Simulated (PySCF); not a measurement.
Diatomic cations of Tl with the third period

PBE with double-zeta basis sets in PySCF, for the lowest determinant that a PBE0 search found; no spin–orbit coupling. De refers to high-spin ground-configuration atoms (the charge goes to the atom of lower measured ionisation energy or higher electron affinity, which is not always the lowest computed limit). A positive dipole points towards Tl; it is taken about the centre of mass and depends on that origin.

```
 M                   basis  charged atom  state (unpaired electrons)  Re (Å)  ωe (cm⁻¹)  De (eV)  μ (D)
Na      cc-pVDZ/cc-pVDZ-PP           Na+               doublet (σ ↑)   3.660       86.4      n/a  -8.68
Mg                def2-SVP           Tl+      singlet (closed shell)   3.352        120      n/a  -5.21
Al                def2-SVP           Al+               doublet (σ ↑)   3.517       96.2      n/a  -5.23
Si                def2-SVP           Tl+          triplet (σ ↑, π ↑)   3.223        114      n/a  -3.00
 P                def2-SVP           Tl+         quartet (σ ↑, π ↑↑)   3.124        105      n/a  -1.08
 S  cc-pVDZ-PP/cc-pV(D+d)Z           Tl+              triplet (π ↑↑)   3.199        120      n/a  -1.08
Cl                def2-SVP           Tl+               doublet (π ↑)   3.160        107      n/a   0.07
```

The shortest bond is that of TlP⁺ (3.124 Å), the longest that of NaTl⁺ (3.660 Å).

The rows differ in basis set, which adds steps of its own.

The state changes along the series, so neighbouring rows are not always alike in their bonding.

Closed-shell solutions of metal pairs were not tested for spin polarisation, which can lower them a little. These are scalar-relativistic numbers at best; spin–orbit coupling would shift them, the dissociation energy most. States were picked by a PBE0 search and need not be the measured ground states.
